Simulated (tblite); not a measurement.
Species: C6H10N (charge -1).
SMILES with atom numbers: `[CH3:1][C:2]([CH3:3])([CH3:4])[CH-:5][C:6]#[N:7]` (hydrogens: H8, H9, H10 on C1; H11, H12, H13 on C3; H14, H15, H16 on C4; H17 on C5)

Structure optimised with GFN2-xTB, isolated species.

Task: List the bond lengths, angles and torsions at this level.

Result: 
```json
{"bond": "C1–C2, C2–C4", "length (bohr)": "2.901"}
{"bond": "C2–C3", "length (bohr)": "2.933"}
{"bond": "C2–C5", "length (bohr)": "2.843"}
{"bond": "C5–C6", "length (bohr)": "2.559"}
{"bond": "C6≡N7", "length (bohr)": "2.223"}
{"bond": "C1–H8 and 8 like bonds", "length (bohr)": "2.061"}
{"bond": "C5–H17", "length (bohr)": "2.063"}
```

Bonds in one row agree within 0.02 bohr and their mean is given. A selection of angles:
```json
{"angle": "C2–C1–H8", "degrees": "110.1"}
{"angle": "C2–C1–H10", "degrees": "111.6"}
{"angle": "H8–C1–H9", "degrees": "107.8"}
{"angle": "H8–C1–H10", "degrees": "108.8"}
{"angle": "C1–C2–C3", "degrees": "108.0"}
{"angle": "C1–C2–C4", "degrees": "109.0"}
{"angle": "C1–C2–C5", "degrees": "109.9"}
{"angle": "C3–C2–C5", "degrees": "112.3"}
{"angle": "C2–C5–C6", "degrees": "121.2"}
{"angle": "C2–C5–H17", "degrees": "115.5"}
{"angle": "C6–C5–H17", "degrees": "116.7"}
{"angle": "C5–C6–N7", "degrees": "174.2"}
```

Torsions: C1–C2–C5–C6 43° (synclinal). The mirror-image conformer, all signs reversed, is as good.

Of the pairs four or more bonds apart, C6···H9 is among the closest relative to their van der Waals radii: 2.58 Å, 89 % of the sum of Bondi's values. The C–C distances run from 1.354 Å (C5–C6, drawn single) to 1.552 Å (C2–C3, drawn single), a spread of 0.198 Å. C5 (carbon bonded to 2 C and H) has angles 121.2°, 116.7° and 115.5°, sum 353.4°, 0.19 Å off the plane of its three neighbours.

Point group: C1 (no symmetry element, even within 0.4 Å). Its GFN2-xTB frequencies are all real (lowest 51 cm⁻¹).

On Arm Neoverse N1, one thread, shared host, this took 0.98 s wall. These figures are those of the optimisation.

The numbers are calculated, not measured.
